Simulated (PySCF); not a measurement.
W(O)2(OH) (HO3W), SMILES [O]=[W+]([OH])=[O], charge +1, multiplicity 1. Heavy atoms are numbered as in [W+:1](=[O:2])(=[O:3])[OH:4]. Hydrogens are named by the atom that carries them.

Geometry: PBE0-D3(BJ)/def2-SVP. The spin state was assumed, not searched. The isomer is the one that the SMILES or the coordinates give; other isomers of the formula were not compared. The def2 effective core potentials stand for the cores of W; spin–orbit coupling is left out. Other conformers were not sampled.

Method: PySCF with M06-2X/def2-TZVPD.

Mulliken values depend strongly on the basis, most of all with diffuse functions as here. ESP charges are fitted to the potential on shells at 1.4 to 2.0 van der Waals radii. Atomic charges (e), one atom of each kind:

```tsv
atom	ESP fit	Mulliken
W1	[?]	1.89
O2	[?]	-0.35
O4 (OH)	[?]	-0.64
H on O4	[?]	0.44
```

### Question
Complete the blanks. (The exact figures need the calculation; the answer reports its results.)

### Answer

- W1, ESP fit: 2.26
- O2, ESP fit: -0.50
- O4 (OH), ESP fit: -0.81
- H on O4, ESP fit: 0.54
